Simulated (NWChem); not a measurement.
Molecule: CH3BrSi, singlet; SMILES C[Si]Br

Computed with NWChem. Low-valent species are run as closed-shell singlets; no triplet was tried in these runs. Geometry: optimised at PBE0/def2-SVP. Vertical excitations in the gas phase.

### Question
Predict the results for PBE/aug-cc-pVDZ, full TDDFT. Quantities: lowest excitation, singlet (eV); oscillator strength of that lowest state; orbital gap (eV).

### Answer
| Property | Value |
|---|---|
| lowest excitation, singlet (eV) | 2.62 |
| oscillator strength of that lowest state | 0.011 |
| orbital gap (eV) | 2.16 |
